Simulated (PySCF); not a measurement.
Spin-rotation constants: `CC[Se][C@@H](F)C1CC1`, C₆H₁₁FSe

Geometry:
| atom | x (Å) | y (Å) | z (Å) |
| --- | --- | --- | --- |
| C1 | 3.670 | -0.204 | -0.433 |
| C2 | 2.309 | -0.328 | 0.222 |
| Se3 | 0.905 | 0.510 | -0.894 |
| C4 | -0.561 | 0.242 | 0.423 |
| F5 | -0.221 | 0.922 | 1.563 |
| C6 | -1.871 | 0.718 | -0.121 |
| C7 | -3.138 | 0.026 | 0.293 |
| C8 | -2.604 | -0.159 | -1.091 |
| H9 | 3.937 | 0.843 | -0.562 |
| H10 | 3.672 | -0.684 | -1.410 |
| H11 | 4.423 | -0.682 | 0.191 |
| H12 | 2.025 | -1.375 | 0.354 |
| H13 | 2.282 | 0.184 | 1.185 |
| H14 | -0.576 | -0.824 | 0.686 |
| H15 | -1.905 | 1.790 | -0.270 |
| H16 | -4.022 | 0.629 | 0.432 |
| H17 | -3.063 | -0.800 | 0.985 |
| H18 | -2.154 | -1.108 | -1.342 |
| H19 | -3.118 | 0.310 | -1.916 |

Method used: GIAO B3LYP/pcSseg-1 magnetisability, rotational g tensor and spin-rotation constants, non-relativistic, gas phase (PySCF 2.14.0). Geometry: GFN2-xTB.

The calculation is non-relativistic, which matters for the atoms heavier than Zn.

Give the nuclear spin-rotation constants along the inertial axes (H = +C I·J) beside the isotropic shieldings.

Rotational constants 3.1995, 0.7550, 0.6665 GHz. A star marks the isotopologue with that one atom substituted, in its own axes.
```tsv
atom	isotope	Caa (kHz)	Cbb (kHz)	Ccc (kHz)	mean (kHz)	σ (ppm)
F5	19F	2.431	0.566	0.489	1.162	341.8
H9	1H	-0.318	-0.086	0.011	-0.131	30.5
H10	1H	-0.341	0.005	-0.065	-0.133	30.5
H11	1H	-0.171	-0.046	-0.053	-0.090	30.2
H12	1H	-0.291	-0.083	0.021	-0.118	28.9
H13	1H	-0.309	0.013	-0.056	-0.117	28.6
H14	1H	-0.292	-0.086	0.049	-0.110	26.6
H15	1H	-0.343	-0.087	0.014	-0.139	30.4
H16	1H	-0.057	-0.082	-0.056	-0.065	31.0
H17	1H	-0.334	-0.058	-0.024	-0.138	31.3
H18	1H	-0.294	-0.074	-0.021	-0.130	31.6
H19	1H	-0.303	-0.021	-0.061	-0.128	31.2
C1	13C*	0.429	0.113	0.099	0.214	166.7
C2	13C*	0.537	0.126	0.120	0.261	148.8
Se3	77Se*	4.156	1.746	1.579	2.494	1295.2
C4	13C*	0.960	0.200	0.224	0.461	63.6
C6	13C*	0.484	0.118	0.095	0.232	163.0
C7	13C*	0.450	0.124	0.072	0.215	170.7
C8	13C*	0.338	0.136	0.068	0.180	176.7
```
For the geometry as given, no vibrational averaging.

How do the rotational constants and the g tensor change when H9, H10, H11, H12, H13, H14, H15, H16, H17, H18, H19 are replaced by deuterium?

Constants 2.7816, 0.6453, 0.5799 GHz; g -0.0073, -0.0005, -0.0017, against -0.0083, -0.0006, -0.0020 before.
